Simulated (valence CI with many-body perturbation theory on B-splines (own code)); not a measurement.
# E1 transitions of Sb44+

Level of theory: configuration interaction combined with many-body perturbation theory (CI+MBPT): five valence electrons over a frozen Dirac-Fock core [He], radial functions for each j: 11 s, 11 p, 10 d, 8 f, 5 g, 2 h, with the one-electron correlation potential Σ1, the two-electron term Σ2, the three-electron term Σ3, Breit, model QED; selected CI, second order for the rest, scaled by the run's own slope (own B-spline code, finite nucleus).

The last digits are not significant, and no measured levels were compared; by estimate large intervals hold to a few tenths of a per cent, small ones and those within an open d or f shell to about a per cent. Among the levels kept, up to 7200 cm⁻¹ of a level comes from second order outside the variational space, and about a tenth of that is noise between levels of different J, which matters for small intervals.

Lines 201 to 250 of 600 in falling wavelength, among levels below 5162.9 eV, chosen from the strongest by gf and those to the six lowest levels. Wavelengths and rates use the calculated energies. Electric multipoles are in the length gauge with retardation, E1 and E2 with the static RPA response of the core. Weak lines are less certain than strong ones. Lines between different terms over intervals too small for the method are left out, as are lines whose strength nearly cancels. Where a level lies close to another of its J and parity, the split of strength between their lines is uncertain. The highest levels of a list are the least certain.

Levels are named by their leading jj configuration (3d3/2^4 stands for four electrons in 3d with j = 3/2), which in mixed levels can hold well under half, so a name can repeat and another be missing. Letters in brackets count levels of one name in rising energy.

```tsv
λ vac (Å)	Upper	Lower	A (s⁻¹)	S (a.u.) with core polarisation	S without
26.48	(2s 2p1/2 2p3/2^3) J=3/2 [a]	(2s^2 2p1/2 2p3/2^2) J=3/2	4.53e+11	1.66e-02	1.67e-02
26.45	(2p1/2^2 2p3/2^2 3p1/2) J=5/2	(2s 2p1/2^2 2p3/2 3p1/2) J=3/2	3.03e+11	1.66e-02	1.66e-02
26.05	(2s 2p1/2 2p3/2^2 3d5/2) J=9/2 [c]	(2s^2 2p1/2 2p3/2 3d5/2) J=7/2 [b]	1.40e+11	1.22e-02	1.22e-02
26.03	(2s 2p1/2 2p3/2^2 3d5/2) J=5/2 [c]	(2s^2 2p1/2 2p3/2 3d5/2) J=5/2 [b]	2.12e+11	1.11e-02	1.11e-02
26.01	(2s 2p1/2 2p3/2^2 3p3/2) J=5/2 [c]	(2s^2 2p1/2 2p3/2 3p3/2) J=3/2 [b]	1.23e+11	6.41e-03	6.42e-03
26.01	(2p1/2^2 2p3/2^2 3s) J=3/2	(2s 2p1/2^2 2p3/2 3s) J=1/2	2.51e+11	8.70e-03	8.72e-03
25.94	(2s 2p1/2 2p3/2^2 3p3/2) J=5/2 [e]	(2s 2p1/2^2 2p3/2 3s) J=5/2	1.27e+11	6.54e-03	6.56e-03
25.87	(2s 2p3/2^3 3s) J=3/2 [b]	(2s^2 2p3/2^2 3s) J=1/2	2.55e+11	8.72e-03	8.74e-03
25.87	(2s 2p1/2 2p3/2^2 3d5/2) J=7/2 [d]	(2s^2 2p1/2 2p3/2 3d5/2) J=7/2 [b]	9.60e+10	6.57e-03	6.58e-03
25.85	(2s 2p1/2 2p3/2^3) J=5/2	(2s^2 2p1/2 2p3/2^2) J=5/2	4.49e+11	2.30e-02	2.30e-02
25.84	(2s 2p1/2 2p3/2^2 3p3/2) J=7/2 [c]	(2s^2 2p1/2 2p3/2 3p3/2) J=5/2 [b]	1.19e+11	8.12e-03	8.13e-03
25.73	(2s 2p1/2^2 2p3/2 3d5/2) J=7/2 [b]	(2s^2 2p1/2^2 3d5/2) J=5/2	3.97e+11	2.67e-02	2.67e-02
25.71	(2s 2p1/2 2p3/2^2 3d5/2) J=7/2 [e]	(2s^2 2p1/2 2p3/2 3d5/2) J=7/2 [b]	3.25e+11	2.18e-02	2.19e-02
25.68	(2s 2p1/2^2 2p3/2 3p3/2) J=5/2 [b]	(2s^2 2p1/2^2 3p3/2) J=3/2	5.00e+11	2.51e-02	2.52e-02
25.65	(2s 2p1/2 2p3/2^2 3d5/2) J=3/2 [d]	(2s^2 2p1/2 2p3/2 3d5/2) J=1/2	2.09e+11	6.95e-03	6.97e-03
25.61	(2s 2p1/2 2p3/2^3) J=1/2	(2s^2 2p1/2 2p3/2^2) J=1/2	3.38e+11	5.61e-03	5.62e-03
25.48	(2s 2p1/2 2p3/2^2 3d5/2) J=3/2 [d]	(2s^2 2p1/2 2p3/2 3d5/2) J=3/2 [b]	2.48e+11	8.10e-03	8.12e-03
25.47	(2s 2p1/2 2p3/2^2 3d5/2) J=5/2 [d]	(2s^2 2p1/2 2p3/2 3d5/2) J=3/2 [b]	1.79e+11	8.75e-03	8.77e-03
25.44	(2s 2p1/2^2 2p3/2 3d3/2) J=5/2 [b]	(2s^2 2p1/2^2 3d3/2) J=3/2	4.34e+11	2.12e-02	2.12e-02
25.44	(2s 2p1/2 2p3/2^2 3s) J=1/2 [a]	(2s^2 2p1/2 2p3/2 3s) J=3/2 [a]	4.51e+11	7.32e-03	7.34e-03
25.41	(2s 2p1/2^2 2p3/2 3p1/2) J=1/2	(2s^2 2p1/2^2 3p1/2) J=1/2	5.60e+11	9.07e-03	9.09e-03
25.34	(2p1/2 2p3/2^4) J=1/2	(2s 2p1/2 2p3/2^3) J=3/2 [b]	1.24e+12	2.00e-02	2.00e-02
25.31	(2s 2p1/2 2p3/2^2 3p3/2) J=5/2 [e]	(2s^2 2p1/2 2p3/2 3p3/2) J=5/2 [b]	3.54e+11	1.70e-02	1.70e-02
25.30	(2s 2p1/2^2 2p3/2 3p1/2) J=3/2	(2s^2 2p1/2^2 3p1/2) J=1/2	5.16e+11	1.65e-02	1.65e-02
25.29	(2s 2p1/2^2 2p3/2 3d5/2) J=5/2 [b]	(2s^2 2p1/2^2 3d5/2) J=5/2	5.06e+11	2.42e-02	2.43e-02
25.28	(2s 2p1/2^2 2p3/2 3s) J=1/2	(2s^2 2p1/2^2 3s) J=1/2	5.44e+11	8.68e-03	8.69e-03
25.21	(2s 2p1/2^2 2p3/2 3d5/2) J=3/2 [b]	(2s^2 2p1/2^2 3d5/2) J=5/2	5.97e+11	1.89e-02	1.89e-02
25.21	(2s 2p1/2^2 2p3/2 3d3/2) J=3/2 [b]	(2s^2 2p1/2^2 3d3/2) J=3/2	4.48e+11	1.42e-02	1.42e-02
25.20	(2s 2p1/2^2 2p3/2 3p3/2) J=3/2 [b]	(2s^2 2p1/2^2 3p3/2) J=3/2	5.38e+11	1.70e-02	1.70e-02
25.17	(2s 2p1/2 2p3/2^2 3p3/2) J=1/2 [b]	(2s^2 2p1/2 2p3/2 3p3/2) J=3/2 [a]	5.96e+11	9.38e-03	9.40e-03
25.14	(2s 2p1/2 2p3/2^2 3p3/2) J=3/2 [c]	(2s^2 2p1/2 2p3/2 3p3/2) J=5/2 [a]	3.35e+11	1.05e-02	1.05e-02
25.13	(2s 2p1/2 2p3/2^2 3s) J=3/2 [c]	(2s^2 2p1/2 2p3/2 3s) J=3/2 [b]	5.74e+11	1.80e-02	1.80e-02
25.13	(2s 2p1/2 2p3/2^2 3p3/2) J=7/2 [c]	(2s^2 2p1/2 2p3/2 3p3/2) J=7/2	6.77e+11	4.24e-02	4.25e-02
25.13	(2s 2p1/2^2 2p3/2 3s) J=3/2 [b]	(2s^2 2p1/2^2 3s) J=1/2	5.21e+11	1.63e-02	1.64e-02
25.12	(2s 2p1/2 2p3/2^2 3d5/2) J=5/2 [b]	(2s^2 2p1/2 2p3/2 3d3/2) J=7/2	2.68e+11	1.26e-02	1.26e-02
25.11	(2s 2p1/2 2p3/2^2 3d5/2) J=9/2 [c]	(2s^2 2p1/2 2p3/2 3d5/2) J=9/2	5.91e+11	4.62e-02	4.62e-02
25.11	(2s 2p1/2 2p3/2^2 3d3/2) J=7/2 [c]	(2s^2 2p1/2 2p3/2 3d3/2) J=7/2	5.54e+11	3.46e-02	3.47e-02
25.08	(2s 2p1/2 2p3/2^2 3p1/2) J=5/2 [c]	(2s^2 2p1/2 2p3/2 3p1/2) J=5/2	7.51e+11	3.51e-02	3.52e-02
25.06	(2s 2p1/2 2p3/2^2 3d5/2) J=5/2 [d]	(2s^2 2p1/2 2p3/2 3d5/2) J=5/2 [b]	1.47e+11	6.85e-03	6.87e-03
25.05	(2s 2p1/2 2p3/2^2 3p1/2) J=3/2 [c]	(2s^2 2p1/2 2p3/2 3p1/2) J=5/2	5.80e+11	1.80e-02	1.80e-02
25.04	(2s 2p1/2 2p3/2^2 3s) J=3/2 [d]	(2s^2 2p1/2 2p3/2 3s) J=3/2 [b]	2.22e+11	6.87e-03	6.89e-03
25.03	(2s 2p1/2 2p3/2^2 3d3/2) J=5/2 [e]	(2s^2 2p1/2 2p3/2 3d5/2) J=7/2 [a]	2.68e+11	1.24e-02	1.25e-02
25.02	(2s 2p1/2^2 2p3/2 3d3/2) J=1/2 [b]	(2s^2 2p1/2^2 3d3/2) J=3/2	5.50e+11	8.51e-03	8.53e-03
25.01	(2s 2p1/2^2 2p3/2 3p3/2) J=1/2 [b]	(2s^2 2p1/2^2 3p3/2) J=3/2	5.55e+11	8.58e-03	8.59e-03
25.01	(2s 2p1/2 2p3/2^3) J=3/2 [b]	(2s^2 2p1/2 2p3/2^2) J=1/2	2.53e+11	7.82e-03	7.84e-03
24.99	(2s 2p1/2 2p3/2^2 3d3/2) J=1/2 [d]	(2s^2 2p1/2 2p3/2 3d3/2) J=1/2 [b]	6.00e+11	9.25e-03	9.27e-03
24.98	(2s 2p1/2 2p3/2^2 3p1/2) J=3/2 [d]	(2s^2 2p1/2 2p3/2 3p1/2) J=3/2 [b]	5.03e+11	1.55e-02	1.55e-02
24.96	(2s 2p1/2 2p3/2^2 3d5/2) J=3/2 [c]	(2s 2p1/2^2 2p3/2 3p1/2) J=5/2	2.49e+11	7.64e-03	7.66e-03
24.94	(2s 2p1/2 2p3/2^2 3d5/2) J=7/2 [d]	(2s^2 2p1/2 2p3/2 3d5/2) J=9/2	6.19e+11	3.79e-02	3.80e-02
24.94	(2s 2p1/2 2p3/2^2 3d3/2) J=3/2 [e]	(2s^2 2p1/2 2p3/2 3d3/2) J=5/2 [b]	4.73e+11	1.45e-02	1.45e-02
```
